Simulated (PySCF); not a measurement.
C₂H₃O₂, multiplicity 2. Atoms are numbered in the order given.

```xyz
7

C     -0.0765    -1.3505     0.0000
C      0.0113     0.2928     0.0000
O      1.2075     0.6236     0.0000
O     -1.1143     0.7933     0.0000
H     -0.6464    -1.6057     0.9108
H      0.9379    -1.7774     0.0000
H     -0.6464    -1.6057    -0.9108
```
Charge 0, spin multiplicity 2.

The structure is a stationary point at PBE-D3(BJ)/def2-SVP. The isomer is the one that the SMILES or the coordinates give; other isomers of the formula were not compared.

Calculation: PBE-D3(BJ)/def2-SVP (PySCF).

Harmonic, unscaled wavenumbers; measured fundamentals usually lie a few per cent lower.

```csv
mode,ν (cm⁻¹),IR (km/mol),moving atoms (share of kinetic energy)
1,54,0.6,H 92 %
2,267,18.7,"O 50 %, C 40 %, H 10 %"
3,545,13.9,"C 69 %, O 22 %, H 9 %"
4,596,3.6,"C 56 %, H 26 %, O 18 %"
5,663,20.2,"C 60 %, O 38 %"
6,848,17.1,"H 89 %, C 10 %"
7,910,9.5,"H 62 %, C 36 %"
8,1147,0.2,"O 54 %, H 40 %"
9,1276,11.7,"H 48 %, O 31 %, C 22 %"
10,1356,13.1,H 92 %
11,1384,8.9,H 94 %
12,1640,26.8,"C 64 %, O 35 %"
13,3012,0.2,H 98 %
14,3144,0.1,"H 90 %, C 10 %"
15,3172,1.2,"H 90 %, C 10 %"
```
